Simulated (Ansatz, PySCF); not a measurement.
Noncovalent pair: AsH3 (SMILES [AsH3]) (first 4 atoms) with H2 (SMILES [H][H]); geometry from B3LYP-D3(BJ)/def2-TZVP, rigid monomers moved along the line of their centres of mass till As1···H6 is 4.10 Å.
(charge 0, multiplicity 1):
```xyz
6

As    -0.0165    -0.2010    -0.2460
H     -1.1329     0.5247     0.4977
H      1.0546     0.4267     0.6398
H     -0.1302    -1.4201     0.6633
H     -0.2715     0.0797     4.5844
H     -0.2405     0.0412     3.8416
```

Interaction energies are E(AB) − E(A) − E(B) at the monomers' geometry in the complex; basis-set methods are counterpoise corrected. Rows marked so take none.

Correlated levels freeze the cores. Filled d and f shells under p-block atoms count as core. Rows in 6-31G* carry no dispersion term and start afresh at each structure (6-31G* with six Cartesian d functions); the Pople sets are all-electron and without relativity.

Programs: Ansatz (Gaussian orbitals); PySCF for 6-31G* rows, the dispersion terms. Each number belongs to the level named beside it.

| level | interaction energy (meV) |
|---|---|
| HF/6-31G* (no counterpoise) | 0.2 |
| HF/aug-cc-pVDZ | 1.7 |
| HF/aug-cc-pVTZ | 1.7 |
| BP86/6-31G* (no counterpoise) | 7.0 |
| r2SCAN/def2-TZVPPD | -3.2 |
| r2SCAN-D3(BJ)/def2-TZVPPD | -7.8 |
| B3LYP/def2-TZVPPD | 3.4 |
| PBE0-D4/def2-TZVPPD | -14.3 |
| SCS-MP2/aug-cc-pVDZ | (withheld) |

Problem. What belongs in the gaps?

Solution. 
- SCS-MP2/aug-cc-pVDZ, interaction energy (meV): -5.8

Ansatz is a first-principles code.
